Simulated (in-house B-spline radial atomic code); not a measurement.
Results of a calculation; reference values are marked as such.
## Weak and strong correlation along the adiabatic connection

Two-electron singlets in several external potentials (atomic units), by full CI in B-splines with partial waves to l = 8 (correlation energies up to 0.6 % small). The repulsion is scaled by λ at fixed density; W(λ) is the mean repulsion less the Hartree energy, W(0) = E_x, and the area under W from 0 to 1 is E_xc.

One system gave this curve:

```json
{"λ": "0", "W (hartree)": "-0.92948"}
{"λ": "0.02", "W (hartree)": "-0.93143"}
{"λ": "0.05", "W (hartree)": "-0.93433"}
{"λ": "0.12", "W (hartree)": "-0.94092"}
{"λ": "0.25", "W (hartree)": "-0.95257"}
{"λ": "0.4", "W (hartree)": "-0.96515"}
{"λ": "0.6", "W (hartree)": "-0.98063"}
{"λ": "0.8", "W (hartree)": "-0.99478"}
{"λ": "1", "W (hartree)": "-1.0078"}
{"λ": "1.4", "W (hartree)": "-1.0307"}
{"λ": "2", "W (hartree)": "-1.0591"}
{"λ": "3", "W (hartree)": "-1.0951"}
{"λ": "4.5", "W (hartree)": "-1.1324"}
{"λ": "7", "W (hartree)": "-1.1712"}
{"λ": "10", "W (hartree)": "-1.1993"}
```

(1) Which system is it?
A. −Z exp(−kr)/r, Z = 1.89, k = 0.247
B. −Z exp(−kr)/r, Z = 1.53, k = 0.0634
C. −Z exp(−kr)/r, Z = 8.32, k = 1.01
D. −Z exp(−kr)/r, Z = 3.54, k = 1.03

Answers

(1) A. The exchange energy sets the size: −Z exp(−kr)/r, Z = 1.89, k = 0.247: E_x = -0.929, E_c = -0.0421; −Z exp(−kr)/r, Z = 8.32, k = 1.01: E_x = -4.91, E_c = -0.0454; −Z exp(−kr)/r, Z = 3.54, k = 1.03: E_x = -1.82, E_c = -0.0446; −Z exp(−kr)/r, Z = 1.53, k = 0.0634: E_x = -0.726, E_c = -0.041 hartree.
